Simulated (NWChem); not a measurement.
System: Ge cation, doublet

Input file for NWChem:

```
start job
memory heap 200 mb stack 900 mb global 1100 mb
charge 1
geometry units angstroms noautoz
  Ge     0.000000     0.000000     0.000000
end
basis spherical
  Ge library aug-pcseg-1
end
dft
  odft
  mult 2
  xc xpbe96 cpbe96
  iterations 150
  mulliken
end
task dft energy
```

Parts of the log:

```
             Northwest Computational Chemistry Package (NWChem) 7.3.0
             --------------------------------------------------------

                             Geometry "geometry" -> ""
                             -------------------------

 Output coordinates in angstroms (scale by  1.889725989 to convert to a.u.)

  No.       Tag          Charge          X              Y              Z
 ---- ---------------- ---------- -------------- -------------- --------------
    1 Ge                  32.0000     0.00000000     0.00000000     0.00000000

 Effective nuclear repulsion energy (a.u.)       0.0000000000

  pbe96 is a nonlocal functional; adding pw91lda local functional.

                                 NWChem DFT Module
                                 -----------------

 Summary of "ao basis" -> "ao basis" (spherical)
 ------------------------------------------------------------------------------
       Tag                 Description            Shells   Functions and Types
 ---------------- ------------------------------  ------  ---------------------
 Ge                       aug-pcseg-1               14       36   6s5p3d

            General Information
            -------------------
          SCF calculation type: DFT
          Wavefunction type:  spin polarized.
          No. of atoms     :     1
          No. of electrons :    31
           Alpha electrons :    16
            Beta electrons :    15
          Charge           :     1
          Spin multiplicity:     2
          Use of symmetry is: off; symmetry adaption is: off
          Maximum number of iterations: 150
          AO basis - number of functions:    36
                     number of shells:    14
          Convergence on energy requested:  1.00D-06
          Convergence on density requested:  1.00D-05
          Convergence on gradient requested:  5.00D-04

              XC Information
              --------------
          PerdewBurkeErnzerhof Exchange Functional  1.000
            Perdew 1991 LDA Correlation Functional  1.000 local
           PerdewBurkeErnz. Correlation Functional  1.000 non-local

             Grid Information
             ----------------
          Grid used for XC integration:  medium
          Radial quadrature: Mura-Knowles
          Angular quadrature: Lebedev.
          Tag              B.-S. Rad. Rad. Pts. Rad. Cut. Ang. Pts.
          ---              ---------- --------- --------- ---------
          Ge                  1.25      112          11.0       590
          Grid pruning is: on
          Number of quadrature shells:   112
          Spatial weights used:  Erf1

      Superposition of Atomic Density Guess
      -------------------------------------

 Sum of atomic energies:       -2075.03587992

 Renormalizing density from      32.00 to     31

      Non-variational initial energy
      ------------------------------

 Total energy =   -2034.797213
 1-e energy   =   -2803.850129
 2-e energy   =     769.052916
 HOMO         =      -0.498400
 LUMO         =      -0.498400

     ---------------------------------------------
      Total Density - Mulliken Population Analysis
     ---------------------------------------------

    Atom       Charge   Shell Charges
 -----------   ------   -------------------------------------------------------
    1 Ge  32    31.00   2.00  2.00  2.01  1.72  0.24  0.03  6.00  6.04  0.57  0.40 -0.00 10.10 -0.11  0.01

     --------------------------------------------
      Spin Density - Mulliken Population Analysis
     --------------------------------------------

    Atom       Charge   Shell Charges
 -----------   ------   -------------------------------------------------------
    1 Ge  32     1.00  -0.00  0.00  0.00 -0.00  0.00 -0.00 -0.00 -0.00  0.62  0.39 -0.00 -0.00  0.00 -0.00

   convergence    iter        energy       DeltaE   RMS-Dens  Diis-err
 ---------------- ----- ----------------- --------- --------- ---------
 d= 0,ls=0.0,diis     1  -2075.9663653692 -2.08D+03  2.57D-02  3.94D-01
                                                     2.37D-02  4.14D-01
 d= 0,ls=0.5,diis     2  -2076.0586591183 -9.23D-02  6.23D-03  8.85D-02
                                                     6.05D-03  8.56D-02
 d= 0,ls=0.5,diis     3  -2076.0868499097 -2.82D-02  1.76D-03  2.75D-03
                                                     1.71D-03  2.24D-03
 d= 0,ls=0.5,diis     4  -2076.0881949995 -1.35D-03  4.84D-04  1.62D-04
                                                     4.29D-04  9.30D-05
 d= 0,ls=0.5,diis     5  -2076.0883012516 -1.06D-04  1.86D-04  2.78D-05
                                                     1.36D-04  1.10D-05
  Resetting Diis
 d= 0,ls=0.5,diis     6  -2076.0883216035 -2.04D-05  9.10D-05  7.02D-06
                                                     5.64D-05  1.93D-06
 d= 0,ls=0.5,diis     7  -2076.0883272171 -5.61D-06  5.98D-05  2.04D-06
                                                     4.20D-05  3.95D-07
 d= 0,ls=0.5,diis     8  -2076.0883290571 -1.84D-06  2.47D-05  5.25D-07
                                                     8.85D-06  5.73D-08
 d= 0,ls=0.5,diis     9  -2076.0883295384 -4.81D-07  1.45D-05  1.81D-07
                                                     4.62D-06  1.00D-08
 d= 0,ls=0.5,diis    10  -2076.0883297029 -1.65D-07  8.91D-06  6.75D-08
                                                     1.86D-06  2.80D-09

         Total DFT energy =    -2076.088329765372
      One electron energy =    -2882.971829480176
           Coulomb energy =      885.281033065802
    Exchange-Corr. energy =      -78.397533350998
 Nuclear repulsion energy =        0.000000000000

 Numeric. integr. density =       31.000000000061

                    DFT Final Alpha Molecular Orbital Analysis
                    ------------------------------------------

 Vector   14  Occ=1.000000D+00  E=-1.447739D+00
              MO Center=  1.4D-16, -2.5D-17, -5.0D-17, r^2= 1.9D-01
   Bfn.  Coefficient  Atom+Function         Bfn.  Coefficient  Atom+Function
  ----- ------------  ---------------      ----- ------------  ---------------
    23      0.749504  1 Ge d -1              24     -0.441677  1 Ge d  0
    25      0.370653  1 Ge d  1              22      0.255644  1 Ge d -2
    26      0.195259  1 Ge d  2

 Vector   15  Occ=1.000000D+00  E=-7.263105D-01
              MO Center=  4.0D-16,  5.1D-16, -5.2D-16, r^2= 1.4D+00
   Bfn.  Coefficient  Atom+Function         Bfn.  Coefficient  Atom+Function
  ----- ------------  ---------------      ----- ------------  ---------------
     4      0.893708  1 Ge s                  3     -0.659436  1 Ge s
     5      0.292964  1 Ge s                  2      0.256656  1 Ge s
     1     -0.035800  1 Ge s

 Vector   16  Occ=1.000000D+00  E=-4.306232D-01
              MO Center= -1.6D-15, -3.0D-15, -1.9D-16, r^2= 2.2D+00
   Bfn.  Coefficient  Atom+Function         Bfn.  Coefficient  Atom+Function
  ----- ------------  ---------------      ----- ------------  ---------------
    15      0.486084  1 Ge pz                18      0.441384  1 Ge pz
    14     -0.335258  1 Ge py                17     -0.304428  1 Ge py
    12     -0.252206  1 Ge pz                11      0.173950  1 Ge py
    13      0.165796  1 Ge px                16      0.150549  1 Ge px
    10     -0.086024  1 Ge px                 9      0.082123  1 Ge pz

 Vector   17  Occ=0.000000D+00  E=-4.229539D-01
              MO Center=  3.7D-15, -8.8D-16, -2.5D-15, r^2= 2.2D+00
   Bfn.  Coefficient  Atom+Function         Bfn.  Coefficient  Atom+Function
  ----- ------------  ---------------      ----- ------------  ---------------
    13      0.363824  1 Ge px                15     -0.362511  1 Ge pz
    14     -0.345675  1 Ge py                16      0.323565  1 Ge px
    18     -0.322396  1 Ge pz                17     -0.307423  1 Ge py
    10     -0.188125  1 Ge px                12      0.187446  1 Ge pz
    11      0.178741  1 Ge py                 7      0.061256  1 Ge px

 Vector   18  Occ=0.000000D+00  E=-4.229539D-01
              MO Center= -6.6D-17,  9.8D-16,  2.7D-15, r^2= 2.2D+00
   Bfn.  Coefficient  Atom+Function         Bfn.  Coefficient  Atom+Function
  ----- ------------  ---------------      ----- ------------  ---------------
    13      0.472121  1 Ge px                16      0.419874  1 Ge px
    14      0.386342  1 Ge py                17      0.343588  1 Ge py
    10     -0.244123  1 Ge px                11     -0.199768  1 Ge py
    15      0.105432  1 Ge pz                18      0.093763  1 Ge pz
     7      0.079490  1 Ge px                 8      0.065048  1 Ge py

 Vector   19  Occ=0.000000D+00  E=-1.690790D-01
              MO Center= -7.4D-15,  5.3D-15,  1.1D-14, r^2= 9.7D+00
   Bfn.  Coefficient  Atom+Function         Bfn.  Coefficient  Atom+Function
  ----- ------------  ---------------      ----- ------------  ---------------
     6      1.234239  1 Ge s                  4     -0.686124  1 Ge s
     3      0.293981  1 Ge s                  5     -0.165598  1 Ge s
     2     -0.107831  1 Ge s                 33     -0.042292  1 Ge d -1

                     DFT Final Beta Molecular Orbital Analysis
                     -----------------------------------------

 Vector   13  Occ=1.000000D+00  E=-1.446161D+00
              MO Center= -1.1D-17,  2.0D-16, -1.6D-16, r^2= 1.9D-01
   Bfn.  Coefficient  Atom+Function         Bfn.  Coefficient  Atom+Function
  ----- ------------  ---------------      ----- ------------  ---------------
    26     -0.566406  1 Ge d  2              25      0.548725  1 Ge d  1
    24     -0.433582  1 Ge d  0              23     -0.419429  1 Ge d -1
    22      0.117622  1 Ge d -2

 Vector   14  Occ=1.000000D+00  E=-1.441446D+00
              MO Center= -1.7D-18, -2.6D-17, -8.2D-17, r^2= 1.9D-01
   Bfn.  Coefficient  Atom+Function         Bfn.  Coefficient  Atom+Function
  ----- ------------  ---------------      ----- ------------  ---------------
    23      0.750272  1 Ge d -1              24     -0.442130  1 Ge d  0
    25      0.371033  1 Ge d  1              22      0.255906  1 Ge d -2
    26      0.195459  1 Ge d  2

 Vector   15  Occ=1.000000D+00  E=-6.967064D-01
              MO Center=  1.1D-15,  1.2D-15,  4.9D-16, r^2= 1.4D+00
   Bfn.  Coefficient  Atom+Function         Bfn.  Coefficient  Atom+Function
  ----- ------------  ---------------      ----- ------------  ---------------
     4      0.900699  1 Ge s                  3     -0.660594  1 Ge s
     5      0.281853  1 Ge s                  2      0.256955  1 Ge s
     1     -0.035835  1 Ge s                 28      0.025740  1 Ge d -1

 Vector   16  Occ=0.000000D+00  E=-4.067707D-01
              MO Center= -2.5D-15,  2.4D-15,  1.3D-15, r^2= 2.2D+00
   Bfn.  Coefficient  Atom+Function         Bfn.  Coefficient  Atom+Function
  ----- ------------  ---------------      ----- ------------  ---------------
    13      0.539685  1 Ge px                16      0.479903  1 Ge px
    14      0.302298  1 Ge py                10     -0.278844  1 Ge px
    17      0.268812  1 Ge py                11     -0.156191  1 Ge py
     7      0.090780  1 Ge px                 8      0.050850  1 Ge py

 Vector   17  Occ=0.000000D+00  E=-4.067707D-01
              MO Center=  3.8D-15,  1.3D-15, -2.0D-15, r^2= 2.2D+00
   Bfn.  Coefficient  Atom+Function         Bfn.  Coefficient  Atom+Function
  ----- ------------  ---------------      ----- ------------  ---------------
    14      0.421122  1 Ge py                15      0.376725  1 Ge pz
    17      0.374473  1 Ge py                18      0.334993  1 Ge pz
    13     -0.252933  1 Ge px                16     -0.224914  1 Ge px
    11     -0.217585  1 Ge py                12     -0.194646  1 Ge pz
    10      0.130685  1 Ge px                 8      0.070837  1 Ge py

 Vector   18  Occ=0.000000D+00  E=-3.691028D-01
              MO Center=  1.2D-15, -7.3D-16,  5.3D-16, r^2= 2.3D+00
   Bfn.  Coefficient  Atom+Function         Bfn.  Coefficient  Atom+Function
  ----- ------------  ---------------      ----- ------------  ---------------
    15      0.469652  1 Ge pz                18      0.451811  1 Ge pz
    14     -0.323924  1 Ge py                17     -0.311621  1 Ge py
    12     -0.246051  1 Ge pz                11      0.169704  1 Ge py
    13      0.160191  1 Ge px                16      0.154105  1 Ge px
    10     -0.083924  1 Ge px                 9      0.080112  1 Ge pz

     ---------------------------------------------
      Total Density - Mulliken Population Analysis
     ---------------------------------------------

    Atom       Charge   Shell Charges
 -----------   ------   -------------------------------------------------------
    1 Ge  32    31.00   2.00  2.00  2.00  1.52  0.50 -0.02  6.00  5.97  0.55  0.49 -0.01  9.99  0.01  0.00

     --------------------------------------------
      Spin Density - Mulliken Population Analysis
     --------------------------------------------

    Atom       Charge   Shell Charges
 -----------   ------   -------------------------------------------------------
    1 Ge  32     1.00  -0.00  0.00 -0.00 -0.01  0.01 -0.00  0.00  0.00  0.51  0.49 -0.01 -0.00  0.00 -0.00

     -------------------------------------------
      Total Density - Lowdin Population Analysis
     -------------------------------------------

    Atom       Charge   Shell Charges
 -----------   ------   -------------------------------------------------------
    1 Ge  32    31.00   2.00  2.00  1.97  1.22  0.69  0.12  5.99  5.76  0.75  0.47  0.03  9.88  0.12  0.00

     ------------------------------------------
      Spin Density - Lowdin Population Analysis
     ------------------------------------------

    Atom       Charge   Shell Charges
 -----------   ------   -------------------------------------------------------
    1 Ge  32     1.00  -0.00 -0.00 -0.00 -0.00  0.00 -0.00  0.00  0.03  0.48  0.47  0.03 -0.00  0.00 -0.00

   alpha - beta orbital overlaps
   -----------------------------

   alpha      1      2      3      4      5      6      7      8      9     10
    beta      1      2      3      4      5      6      7      8      9     10
 overlap   1.000  1.000  0.996  0.996  1.000  1.000  1.000  1.000  1.000  1.000

   alpha     11     12     13     14     15     16     17     18     19     20
    beta     11     12     13     14     15     18     17     16     19     25
 overlap   1.000  0.926  0.926  1.000  0.999  1.000  0.976  0.976  0.986  0.998

   alpha     21     22     23     24     25     26     27     28     29     30
    beta     26     27     20     21     24     23     22     28     34     35
 overlap   0.998  0.984  0.865  0.865  0.999  0.970  0.970  0.993  0.998  0.998

   alpha     31     32     33     34     35     36
    beta     33     30     29     36     31     32
 overlap   0.999  0.971  0.971  0.993  0.864  0.864

     --------------------------
     Expectation value of S2:
     --------------------------
      <S2> =      0.7517 (Exact =     0.7500)
```

Level: PBE/aug-pcseg-1, spin-unrestricted. The open p shell is one determinant without spherical averaging. No stability test was run on the SCF state.
